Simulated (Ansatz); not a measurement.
`N=C(Br)[SiH2]O`, 9 atoms. Charge 0, multiplicity 1. Correlated methods include outer-core shells of Br, which these sets cover unevenly. Scalar relativity is left out up to krypton. All runs use 4 threads of an Arm Neoverse V2 on a shared host. Correlated methods freeze the cores.

Give the basis size and wall time and peak host memory of each of these runs in Ansatz. RKS PBE0-D4/def2-TZVP frequencies; RKS BLYP-D4/def2-TZVPP energy; RHF-CCSD(T)/def2-TZVPP energy; RHF-MP2/def2-QZVPP energy; RKS PBE0-D4/def2-TZVP relaxation (10 steps); RKS PBE0-D4/def2-SVP energy; RKS PBE0-D4/def2-QZVPP energy; RKS ωB97M-V/def2-QZVPP energy; direct RPA on PBE orbitals/def2-TZVPP energy; RKS PBE0-D4/def2-TZVPP energy; RKS r2SCANh-D4/def2-TZVPP energy; RKS ωB97M-V/def2-SVP energy. (Best estimate.)

Computed: Other jobs shared the machine, so times are rough.

| level | job | functions | wall time | peak host memory (GiB) |
| --- | --- | --- | --- | --- |
| RKS PBE0-D4/def2-SVP | energy | 112 | 1.1 s | 0.44 |
| RKS BLYP-D4/def2-TZVPP | energy | 239 | 1.9 s | 0.32 |
| RKS PBE0-D4/def2-TZVPP | energy | 239 | 3.1 s | 0.68 |
| RKS ωB97M-V/def2-SVP | energy | 112 | 4.4 s | 0.44 |
| direct RPA on PBE orbitals/def2-TZVPP | energy | 239 | 4.5 s | 0.58 |
| RKS r2SCANh-D4/def2-TZVPP | energy | 239 | 5.5 s | 0.7 |
| RKS PBE0-D4/def2-QZVPP | energy | 450 | 7.5 s | 1.8 |
| RKS ωB97M-V/def2-QZVPP | energy | 450 | 19 s | 2.1 |
| RHF-MP2/def2-QZVPP | energy | 450 | 22 s | 2.6 |
| RKS PBE0-D4/def2-TZVP | relaxation (10 steps) | 202 | 38 s | 0.61 |
| RKS PBE0-D4/def2-TZVP | frequencies | 202 | 2.1 min | 0.61 |
| RHF-CCSD(T)/def2-TZVPP | energy | 239 | 3.1 min | 4.7 |
